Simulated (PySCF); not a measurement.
Isomers of C8H10, mass 106.078 u with the commonest isotopes. Level of theory: PBE0/def2-SVPD in PySCF (dipole) on a GFN2-xTB geometry, gas phase. One conformer each, none proved a minimum here; rigid rotors.

Question: Order these by radius of gyration √(Σ m r²/M), largest first.
A. `CC1=C[C@@]2(C)C=C[C@@H]12`
B. m-xylene, `Cc1cccc(C)c1`
C. `[CH:1]1=[CH:2][C:3]1=[CH:4][CH:5]1[CH2:6][CH2:7][CH2:8]1` with C3–C4–C5–C6 128°, C1–C2–C3–C4 180°, C4–C5–C6–C7 131°, C5–C6–C7–C8 -12°, C6–C7–C8–C5 12°
D. `[CH:1]#[C:2][C@H:3]([C:4]#[C:5][CH3:6])[CH2:7][CH3:8]` with C2–C3–C7–C8 -63°
E. `[CH3:1]/[CH:2]=[CH:3]\[C:4]1=[CH:5][CH2:6][CH:7]=[CH:8]1` with C2–C3–C4–C5 0°

Answer: D (2.366 Å), C (2.298 Å), E (2.112 Å), B (1.987 Å), A (1.859 Å).

Question: Order these by dipole moment, smallest first.
A. m-xylene, `Cc1cccc(C)c1`
B. `[CH3:1]/[CH:2]=[CH:3]\[C:4]1=[CH:5][CH2:6][CH:7]=[CH:8]1` with C2–C3–C4–C5 0°
C. `[CH:1]1=[CH:2][C:3]1=[CH:4][CH:5]1[CH2:6][CH2:7][CH2:8]1` with C3–C4–C5–C6 128°, C1–C2–C3–C4 180°, C4–C5–C6–C7 131°, C5–C6–C7–C8 -12°, C6–C7–C8–C5 12°

Answer: A (0.36 D), B (0.66 D), C (1.99 D).

Question: Order these by rotational constant A, smallest first.
A. `[CH:1]#[C:2][C@H:3]([C:4]#[C:5][CH3:6])[CH2:7][CH3:8]` with C2–C3–C7–C8 -63°
B. `CC1=CC=CC(C)=C1` (m-xylene)
C. `[CH3:1]/[CH:2]=[CH:3]\[C:4]1=[CH:5][CH2:6][CH:7]=[CH:8]1` with C2–C3–C4–C5 0°
D. `[CH:1]1=[CH:2][C:3]1=[CH:4][CH:5]1[CH2:6][CH2:7][CH2:8]1` with C3–C4–C5–C6 128°, C1–C2–C3–C4 180°, C4–C5–C6–C7 131°, C5–C6–C7–C8 -12°, C6–C7–C8–C5 12°
E. `[CH:1]#[C:2][CH2:3][CH2:4][C:5](=[CH2:6])[CH:7]=[CH2:8]` with C2–C3–C4–C5 -179°, C3–C4–C5–C6 100°, C4–C5–C7–C8 -3°

Answer: A (3206 MHz), B (3628 MHz), E (3749 MHz), C (5120 MHz), D (7144 MHz).

```tsv
SMILES	point group	Ia (u·Å²)	Ib (u·Å²)	Ic (u·Å²)	κ	μa (D)	μb (D)	μc (D)
Cc1cccc(C)c1	C2	139.31	282.48	415.54	-0.52	0.00	0.36	0.00
C/C=C\C1=CCC=C1	Cs	98.71	377.67	470.15	-0.87	0.04	0.66	0.01
C1=CC1=CC1CCC1	Cs	70.75	520.23	529.17	-0.99	1.89	0.01	0.61
C#CCCC(=C)C=C	C1	134.80	447.83	549.14	-0.85	0.67	0.09	0.10
CC1=C[C@@]2(C)C=C[C@@H]12	C1	136.25	264.70	332.08	-0.65	0.38	0.04	0.07
C#C[C@H](C#CC)CC	C1	157.62	450.64	579.70	-0.79	0.48	0.60	0.12
```
